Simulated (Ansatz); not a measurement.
Ga$_{2}$H$_{4}$O (`[OH][GaH][GaH2]`) at its PBE0-D4/def2-TZVP geometry, where that method's forces vanish. Total charge 0; spin multiplicity 1.

```xyz
7

O     1.1383    0.2886   -1.6329
Ga   -0.3816    0.3809   -0.6727
Ga   -0.1283   -0.5789    1.5798
H     1.0636    0.6557   -2.5164
H    -1.5967    1.0516   -1.4269
H     0.3207    0.3030    2.8050
H    -0.4159   -2.1010    1.8641
```

(1) What forces (eV/Å) does r2SCAN-D4/def2-TZVPP give on these atoms in the Gaussian-basis code of Ansatz? (Best estimate.)

Answers

(1) The calculation gave: 
```
O1   0.027 -0.031  0.052
Ga2 -0.084 -0.003  0.079
Ga3  0.011  0.008 -0.028
H4  -0.018  0.027 -0.051
H5   0.080 -0.040  0.037
H6  -0.037 -0.077 -0.082
H7   0.022  0.117 -0.007
```
